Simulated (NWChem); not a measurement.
Species: CH₄F₂OSi; SMILES O[Si@@H](F)CF

```xyz
9

O      1.5962     0.3778     0.4264
Si    -0.0372     0.5768     0.3544
F     -0.4598     1.6860    -0.7384
C     -0.7447    -1.0945    -0.2059
F      0.2314    -1.6538    -1.0635
H      1.9081    -0.2954    -0.2000
H     -0.5237     1.0405     1.6704
H     -0.8962    -1.7891     0.6308
H     -1.6866    -1.0216    -0.7619
```
Atoms are numbered in this order, from 1.

The geometry was optimised at B3LYP/6-31G* (spherical d). B3LYP is NWChem's, with the RPA form of VWN correlation.

Task: Give the principal values of the shielding tensors (ppm) of O1, Si2, F3, C4, F5 from B3LYP/6-31G* (spherical d), GIAO (NWChem), with their diamagnetic and paramagnetic parts as GIAO splits them.

Result: 
| atom | σ11 | σ22 | σ33 | isotropic | diamagnetic | paramagnetic |
|---|---|---|---|---|---|---|
| O1 | 215.8 | 291.0 | 325.9 | 277.6 | 391.3 | -113.8 |
| Si2 | 406.9 | 418.9 | 446.3 | 424.0 | 880.6 | -456.6 |
| F3 | 252.8 | 339.4 | 383.0 | 325.1 | 471.3 | -146.2 |
| C4 | 79.5 | 91.4 | 173.1 | 114.7 | 248.3 | -133.7 |
| F5 | 433.1 | 468.3 | 512.3 | 471.2 | 469.8 | 1.4 |
